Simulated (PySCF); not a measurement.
Species: C4H8Si.
Cartesian coordinates in Å at the PBE0-D3(BJ)/def2-SVP level; atoms count from 1:
```
atom  x, y, z in Å
Si1    1.9807   -0.7317   -0.3128
C2     0.2390   -0.5315    0.2753
C3    -0.9506   -1.4516    0.1888
C4    -0.9950   -0.1092   -0.4445
C5    -0.5270    0.6885    0.7172
H6     2.4823    0.5779   -0.8346
H7     2.0194   -1.7482   -1.4104
H8     2.8972   -1.1856    0.7778
H9    -0.8606   -2.3211   -0.4719
H10   -1.5440   -1.6316    1.0979
H11   -1.1370    0.1774   -1.4862
H12   -0.0697    1.6631    0.5118
H13   -1.0940    0.6418    1.6591
```

Jobs on this species (13 atoms, 46 electrons) with PySCF (density fitting). Hardware of each: Arm Neoverse V1, one thread (shared host). Other jobs ran on the host; a repeat could differ by tens of per cent or more. Peak memory is the resident size of the whole Python process, interpreter and libraries included.

Problem. Rank these jobs by wall time, shortest first.
A. BP86/pcSseg-2; shieldings, ring-centre shieldings; 299 basis functions
B. PBE0/aug-cc-pVDZ; shieldings, ring-centre shieldings, charges and field gradients; 191 basis functions
C. PBE0/6-31G*; shieldings, ring-centre shieldings, charges and field gradients; 90 basis functions
D. PBE0/IGLO-III; shieldings, ring-centre shieldings, charges and field gradients; 264 basis functions

Solution. C (7.0 s), B (19 s), D (31 s), A (53 s).

All jobs:

```json
{"level and settings": "PBE0/6-31G*", "work": "shieldings, ring-centre shieldings, charges and field gradients", "basis functions": "90", "SCF cycles": "12", "wall time": "7.0 s", "peak memory": "0.51 GiB"}
{"level and settings": "PBE0/aug-cc-pVDZ", "work": "shieldings, ring-centre shieldings, charges and field gradients", "basis functions": "191", "SCF cycles": "12", "wall time": "19 s", "peak memory": "0.91 GiB"}
{"level and settings": "PBE0/IGLO-III", "work": "shieldings, ring-centre shieldings, charges and field gradients", "basis functions": "264", "SCF cycles": "14", "wall time": "31 s", "peak memory": "0.98 GiB"}
{"level and settings": "B3LYP/pcSseg-2", "work": "shieldings, ring-centre shieldings", "basis functions": "299", "SCF cycles": "14", "wall time": "39 s", "peak memory": "1.2 GiB"}
{"level and settings": "PBE0-D3(BJ)/def2-SVP, grid level 1", "work": "geometry optimisation from a GFN2-xTB start shaken at random", "basis functions": "114", "SCF cycles": "55", "wall time": "42 s", "peak memory": "0.48 GiB"}
{"level and settings": "PBE0/pcSseg-2", "work": "shieldings, ring-centre shieldings", "basis functions": "299", "SCF cycles": "14", "wall time": "49 s", "peak memory": "1.2 GiB"}
{"level and settings": "BP86/pcSseg-2", "work": "shieldings, ring-centre shieldings", "basis functions": "299", "SCF cycles": "14", "wall time": "53 s", "peak memory": "0.96 GiB"}
{"level and settings": "KT3/pcSseg-2", "work": "shieldings, ring-centre shieldings", "basis functions": "299", "SCF cycles": "15", "wall time": "56 s", "peak memory": "0.96 GiB"}
{"level and settings": "OPBE/pcSseg-2", "work": "shieldings, ring-centre shieldings", "basis functions": "299", "SCF cycles": "15", "wall time": "56 s", "peak memory": "0.96 GiB"}
```

Problem. What do all jobs in the table cost together?

Solution. About 5.9 min; the longest takes about 16 % of that, and about 8 times as long as the shortest.
